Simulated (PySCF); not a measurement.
Method: PySCF 2.14.0 with PBE-D3(BJ)/def2-TZVP // TPSS-D3(BJ)/def2-SVP. Isolated molecules, 0 K electronic values unless said otherwise. 

Reference species: [Zr(Cl)4] (neutral, multiplicity 1).

The coordination number is 4 and the HOMO is -8.34 eV.

Changed species: [Nb(=O)(Cl)3] (M = Nb, oxo; the reference has M = Zr).

Q: Predict the effect on the coordination number and HOMO.

A: the coordination number hardly moves; the HOMO drops by 0.04 eV, to -8.38 eV.
